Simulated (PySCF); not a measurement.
Compound: C7H15NOSi.
Structure used (PBE0-D3(BJ)/def2-SVP), in Å, numbered top down from 1:
```
atom  x, y, z in Å
C1     4.191   -0.381   -0.693
C2     3.236    0.205    0.030
C3     2.066    0.958   -0.520
C4     0.717    0.360   -0.120
C5     0.528   -1.078   -0.626
O6    -0.827   -1.444   -0.509
Si7   -1.877   -0.121   -0.507
N8    -2.871    0.055    0.882
C9    -4.174   -0.533    1.074
C10   -0.498    1.159   -0.616
H11    4.183   -0.340   -1.787
H12    5.018   -0.919   -0.222
H13    3.286    0.135    1.126
H14    2.102    2.002   -0.157
H15    2.132    1.007   -1.621
H16    0.671    0.323    0.985
H17    0.853   -1.140   -1.685
H18    1.151   -1.788   -0.058
H19   -2.817   -0.234   -1.657
H20   -2.422    0.341    1.746
H21   -4.864    0.160    1.587
H22   -4.155   -1.476    1.653
H23   -4.624   -0.765    0.096
H24   -0.355    1.449   -1.673
H25   -0.669    2.083   -0.044
```

Level: PBE0/pcSseg-1 in PySCF, non-relativistic, on one gas-phase PBE0-D3(BJ)/def2-SVP geometry that isn't relaxed in the solvent. The solvent is an IEF-PCM continuum (van der Waals radii × 1.2). Specific hydrogen bonds and non-electrostatic terms are outside this model.

```json
{"run": "gas", "E − E(gas) (kcal/mol)": "0.00", "HOMO (eV)": "-6.80", "HOMO–LUMO gap (eV)": "7.09", "dipole (D)": "1.75"}
{"run": "P", "E − E(gas) (kcal/mol)": "-4.56", "HOMO (eV)": "-6.76", "HOMO–LUMO gap (eV)": "7.11", "dipole (D)": "2.24"}
{"run": "Q", "E − E(gas) (kcal/mol)": "-5.55", "HOMO (eV)": "-6.76", "HOMO–LUMO gap (eV)": "7.12", "dipole (D)": "2.36"}
```

Q: The runs were made in acetonitrile and tetrahydrofuran. Which run belongs to which solvent?

A: P = tetrahydrofuran, Q = acetonitrile. The dielectric constants are 7.426 (tetrahydrofuran), 35.69 (acetonitrile), and the energy falls further as ε rises. In this model the ground state sees the solvent through ε alone.

Q: How constant is the ratio of the lowering to (ε − 1)/(2ε + 1)?

A: 
```csv
solvent,(ε − 1)/(2ε + 1),E − E(gas) (kcal/mol),ratio (kcal/mol),polarisation term (kcal/mol)
tetrahydrofuran,0.405,-4.56,-11.3,-5.00
acetonitrile,0.479,-5.55,-11.6,-6.21
```

The ratio changes by +2.9 % in size from tetrahydrofuran to acetonitrile. The polarisation term is half the interaction of the solute with the induced surface charges.
